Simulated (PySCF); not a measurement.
tetrafluoroborate (BF₄), SMILES F[B-](F)(F)F, charge -1. The structure is a stationary point at B3LYP-D3(BJ)/def2-SVPD.

Computed with B3LYP-D3(BJ)/def2-SVPD (PySCF).

Harmonic wavenumbers (cm⁻¹): 339, 339, 502, 502, 502, 740, 1058, 1058, 1058. Rotational constants (GHz): 4.988, 4.988, 4.988; symmetry number 12.

Q: Work out the zero-point energy and the ideal-gas rigid-rotor harmonic-oscillator thermochemistry at 298.15 K and 1 atm.

A: ZPE = ½ Σ hcν = ½ × 6096 cm⁻¹ = 8.71 kcal/mol. H − E(el) = 12.09 kcal/mol. Entropy in cal/(mol K): translation 39.30, rotation 20.43, vibration 4.88, total 64.60. G − E(el) = -7.17 kcal/mol. Cp = 16.59 cal/(mol K).
